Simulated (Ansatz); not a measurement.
Isolated molecules relaxed with PBE0-D4/def2-TZVP in Ansatz; ΔE leaves out vibrations. CBS: MP2 limit from def2 TZ/QZ plus the TZ coupled-cluster correction, frozen cores. This one scheme is used for every species. One conformer a species, not always the lowest.

`C[SiH2]B[SiH3]` → `B[SiH2]C` + `[SiH2]`  (silylene loss)

```tsv
level	ΔE (kcal/mol)
HF/def2-QZVPP	47.5
MP2/CBS(def2)	57.8
```

(1) What does CCSD(T)/CBS give? (An estimate is asked.)

Largest T1 diagnostic among the species: 0.014.

Answers

(1) Computed: +54.6 kcal/mol. The listed levels differ from it by -7.1, 3.2 kcal/mol.

From PBE to PBE0 (25 % exact exchange), in def2-TZVPP and without D4, ΔE moves by +1.1 kcal/mol. The D4 term adds +3.3 kcal/mol with B3LYP and +1.9 kcal/mol with PBE0; it sums over pairs of atoms, weighted by their polarisabilities, and B3LYP, whose exchange is more repulsive, gets the larger term. In def2-TZVPP, CCSD(T) changes the Hartree–Fock value by +5.6 kcal/mol (the triples alone add +1.4 kcal/mol) and MP2 by +8.8 kcal/mol.

B3LYP here is the variant with VWN-RPA as its local correlation; programs differ in this.
